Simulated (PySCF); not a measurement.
Cl3Si, SMILES Cl[Si](Cl)Cl, multiplicity 2. Coordinates come from a PBE-D3(BJ)/def2-SVP optimisation. The isomer is the one that the SMILES or the coordinates give; other isomers of the formula were not compared.

Computed equilibrium geometry at PBE-D3(BJ)/def2-SVP (PySCF confirms it by a frequency run) as a Z-matrix, and its point group:
point group C3v.
```
Si
Cl 1 2.0793
Cl 1 2.0793 2 109.17
Cl 1 2.0793 2 109.17 3 -119.27
```
Charge 0, spin multiplicity 2.
